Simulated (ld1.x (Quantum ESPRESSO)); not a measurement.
# How hard is this Ni (Z = 28) ultrasoft potential?

```
Element                 : nickel
Generator               : ld1.x (Quantum ESPRESSO) 7.5
Type                    : ultrasoft
Functional              : LDA (PZ)
Relativity              : scalar-relativistic
Frozen core             : [Ne]
Valence charge          : 18
Reference configuration : 3s2 3p6 3d8 4s2 4p0
Partial waves           : 3s (bound): rcut 1.30, rcutus 1.45 bohr; 4s (bound): rcut 1.30, rcutus 1.45 bohr; 3p (bound): rcut 1.30, rcutus 1.55 bohr; 4p (bound, empty): rcut 1.30, rcutus 1.55 bohr; 3d (bound): rcut 1.15, rcutus 1.25 bohr; 3d channel at 4.55 Ry: rcut 1.15, rcutus 1.25 bohr
Local potential         : all-electron potential smoothed inside 1.55 bohr (lloc = -1)
Core correction         : Bessel-smoothed model core inside 0.95 bohr
Augmentation charge     : PSQ, inside the norm-conserving radii
```

The pseudo-atom Hamiltonian at the reference potential is diagonalised in spherical Bessel functions j_l(qr) that vanish at 20 bohr, with q² up to the cutoff. All-electron valence levels (Ry): 3s -8.1215, 4s -0.4311, 3p -5.2373, 4p -0.0986, 3d -0.6716.

How do the lowest levels (Ry) of each channel move with the cutoff, and are there ghosts?

```tsv
cutoff (Ry)	s #1	s #2	p #1	p #2	d #1	d #2	f #1	Σ f·Δε (mRy)
8	-7.6204	-0.2695	-4.3147	-0.0305	0.0638	0.1416	0.1143	12751.0
12	-7.9593	-0.3069	-4.9079	-0.0436	0.0622	0.1318	0.1143	8426.1
18	-8.0918	-0.3390	-5.1631	-0.0529	-0.0161	0.0724	0.1143	5939.4
30	-8.1205	-0.3878	-5.2342	-0.0633	-0.4410	0.0667	0.1143	1958.0
40	-8.1209	-0.4247	-5.2368	-0.0770	-0.6099	0.0663	0.1143	517.2
50	-8.1214	-0.4311	-5.2370	-0.0948	-0.6561	0.0662	0.1143	132.4
60	-8.1215	-0.4313	-5.2373	-0.0980	-0.6679	0.0661	0.1143	35.7
80	-8.1215	-0.4317	-5.2374	-0.0985	-0.6713	0.0661	0.1143	7.4
110	-8.1215	-0.4318	-5.2374	-0.0987	-0.6719	0.0661	0.1143	1.9
140	-8.1216	-0.4318	-5.2374	-0.0988	-0.6720	0.0661	0.1143	0.9
180	-8.1216	-0.4318	-5.2374	-0.0988	-0.6721	0.0661	0.1143	0.3
400	-8.1216	-0.4318	-5.2374	-0.0988	-0.6721	0.0661	0.1143	0.0
```

Result: no extra level below or beside the all-electron valence levels (s, p, d, f tested); 10 mRy is reached at 80 Ry and 1 mRy at 140 Ry.

Test run stopped at test 5 of 9 (negative rho), 1 before it not solved.
